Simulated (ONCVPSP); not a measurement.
**What the settings do to the ONCV potential of promethium (Pm)**

Base potential:

ONCVPSP 4.0.1 input, shortened (lines: element, Z, core and valence counts, functional; n l f; lmax; l rc ep ncon nbas qcut; lloc lpopt rc5 dvloc0; l nproj debl; icmod fcfact rcfact), PBE, scalar-relativistic:

```
  Pm 61.00    9    5        4      upf
    1    0    2.00
    2    0    2.00
    2    1    6.00
    3    0    2.00
    3    1    6.00
    3    2   10.00
    4    0    2.00
    4    1    6.00
    4    2   10.00
    4    3    4.50
    5    0    2.00
    5    1    6.00
    5    2    0.50
    6    0    2.00
    3
    0    2.00    0.00    5    9    4.80
    1    2.80    0.00    4    7    4.30
    2    3.75    0.00    4    8    4.00
    3    0.80    0.00    4    7   12.20
    4    5    0.70    1.00
    0    2    1.50
    1    1    1.60
    2    2    3.80
    3    2    2.20
    3    1.75    1.45
```

Cutoffs, loose and tight: the cutoffs (Ha) at which the residual kinetic energy of the hardest occupied pseudo-wave falls to 1 and 0.1 mHa per electron. They do not see the model core or the augmentation charge, which bear on the density cutoff. Test errors are all-electron minus pseudo excitation energies from the reference, over the configurations 4f5 5s2 5p6 5d0 6s2; 4f5 5s2 5p6 5d0 6s1; 4f5 5s2 5p6 5d0 6s0; 4f5 5s2 5p6 5d0 6s0 6p1. A dash means not determined; rows that change the core or the reference have their own tests.

A true bound ghost makes a file unfit for plane-wave use even where its test errors are small: the radial tests pick states by their node count and pass the ghost by.

```csv
change,outcome,"cutoff, loose","cutoff, tight",bound ghosts,GHOST(+) flags above zero,largest test error (meV)
base,generated,333 Ha,455 Ha,"s, p, d","s, f",tests left out (the all-electron energies of this program are off by 10 to 40 meV for near-neutral 4f atoms)
d: qcut 2.6,generated,333 Ha,455 Ha,"s, p, d","s, d, f",tests left out (the all-electron energies of this program are off by 10 to 40 meV for near-neutral 4f atoms)
d: qcut 3,generated,333 Ha,455 Ha,"s, p, d","s, d, f",tests left out (the all-electron energies of this program are off by 10 to 40 meV for near-neutral 4f atoms)
d: qcut 3.5,generated,333 Ha,455 Ha,"s, p, d","s, f",tests left out (the all-electron energies of this program are off by 10 to 40 meV for near-neutral 4f atoms)
d: qcut 3.9,generated,333 Ha,455 Ha,"s, p, d","s, f",tests left out (the all-electron energies of this program are off by 10 to 40 meV for near-neutral 4f atoms)
d: qcut 4.5,generated,333 Ha,455 Ha,"s, p, d","s, d, f",tests left out (the all-electron energies of this program are off by 10 to 40 meV for near-neutral 4f atoms)
d: qcut 4.9,generated,333 Ha,455 Ha,"s, p","s, d, f",tests left out (the all-electron energies of this program are off by 10 to 40 meV for near-neutral 4f atoms)
d: qcut 5.4,generated,333 Ha,455 Ha,"s, p","s, d, f",tests left out (the all-electron energies of this program are off by 10 to 40 meV for near-neutral 4f atoms)
d: qcut 5.8,generated,333 Ha,455 Ha,"s, p","s, d, f",tests left out (the all-electron energies of this program are off by 10 to 40 meV for near-neutral 4f atoms)
```

Reading the sweep of the qcut of the d channel (base included, trends over the rows without a ghost): Bound ghosts are found at 2.6, 3, 3.5, 3.9, 4, 4.5, 4.9, 5.4, 5.8 1/bohr. Every judged row has one, so this setting neither creates nor removes them.
